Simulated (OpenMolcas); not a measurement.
# C⁺: CASPT2 settings compared

```yaml
Program: OpenMolcas
Basis: ANO-RCC-VDZP [3s2p1d]
Scalar_Hamiltonian: DKH4, point nucleus
Active_space: 3 electrons in 4 orbitals (2s 2p)
State_averaging: 2S+1 = 2 odd, 8 roots; 2S+1 = 4 odd, 1 root kept (CI in the orbitals of an earlier block); 2S+1 = 2 even, 9 roots; 2S+1 = 4 even, 3 roots kept (CI in the orbitals of an earlier block)
Spin-orbit_coupling: state interaction with AMFI integrals over the reference wave functions, term energies averaged over their components
```

Methods on the same reference wave functions:
A. CASSCF
B. SS-CASPT2, IPEA 0.6 Eh, imaginary shift 0.2 Eh (closed shells correlated: 1s)
C. XMS-CASPT2, IPEA 0.75 Eh, sigma2 regulariser 0.05 Eh (closed shells correlated: 1s)
D. XMS-CASPT2, IPEA 0.75 Eh, sigma2 regulariser 0.4 Eh (closed shells correlated: 1s)

Energies in eV above 2s2 2p 2P* 1/2, the measured ground level; measured values from NIST Handbook of Basic Atomic Spectroscopic Data.

| Level | A | B | C | D | Measured |
| --- | --- | --- | --- | --- | --- |
| 2s2 2p 2P* 1/2 | 0.0000 | 0.0000 | 0.0000 | 0.0000 | 0.0000 |
| 2s2 2p 2P* 3/2 | 0.0071 | 0.0071 | 0.0071 | 0.0071 | 0.0079 |
| 2s 2p2 4P 1/2 | 4.8119 | 4.982 | 5.093 | 5.093 | 5.3317 |
| 2s 2p2 4P 3/2 | 4.8143 | 4.985 | 5.095 | 5.095 | 5.3345 |
| 2s 2p2 4P 5/2 | 4.8184 | 4.989 | 5.099 | 5.099 | 5.3380 |
| 2s 2p2 2D 3/2 | 10.0467 | 9.567 | 9.548 | 9.546 | 9.2905 |
| 2s 2p2 2D 5/2 | 10.0467 | 9.567 | 9.548 | 9.546 | 9.2901 |
| 2s 2p2 2S 1/2 | 12.7639 | 12.383 | 12.470 | 12.515 | 11.9637 |
| 2s 2p2 2P 1/2 | 15.0708 | 14.423 | 14.403 | 14.400 | 13.7156 |
| 2s 2p2 2P 3/2 | 15.0756 | 14.428 | 14.408 | 14.405 | 13.7208 |
| 2p3 4S* 3/2 | 17.3327 | 17.419 | 17.623 | 17.623 | 17.6091 |

Deviations, from unrounded energies. A percentage is the sum of absolute deviations over the sum of measured energies, with the sign that they share, or ± where signs differ.

| Against measurement | Levels | A | B | C | D |
| --- | --- | --- | --- | --- | --- |
| mean absolute deviation (cm-1) | 10 | 5500 | 2900 | 2500 | 2600 |
| fine structure of the ground term (%) | 1 | -9.1 | -9.1 | -9.1 | -9.1 |
| other configurations (%) | 9 | ±7.5 | ±4.0 | ±3.4 | ±3.5 |

C, D lie about equally close to measurement and A furthest from it. The largest miss of C in the table is 2s 2p2 2P 1/2, by +5500 cm-1. The ranking rests on the paired levels alone, and a cruder setting can come out closer through cancelling errors.

Among B to D the level of the table that moves most is 2p3 4S* 3/2, by 1600 cm-1 (lowest in B, highest in C). Moves below CASPT2's spread within the term are not significant.

The mean deviations of B to D differ by less than CASPT2's widest spread within a term (980 cm-1), so their order carries little weight.

The lowest spin-free term lies below A's lowest term by 0.024 hartree in B, 0.030 hartree in C, 0.030 hartree in D.

CASPT2 breaks the degeneracy within a term, and the mean is taken; among the terms shown or strongly mixed into the levels shown the widest spread is 980 cm-1 (2s 2p2 2D, D). Terms from blocks run as CI alone lack orbitals of their own. Without dynamic correlation excited terms often stand tens of per cent too high (terms of higher spin than the ground term too low), and those without a measured partner can miss by more than the paired ones (holds for A). Measured partners are found by configuration, term and J. A level has none where our copy of the source lacks it or the pairing is in doubt (some pairs that miss far off the trend of their configuration count as doubtful), and it then counts in no deviation. Levels of configurations outside the active space are missing. Levels that lie high or do not pair safely by name in every column are left out.

* marks odd parity.
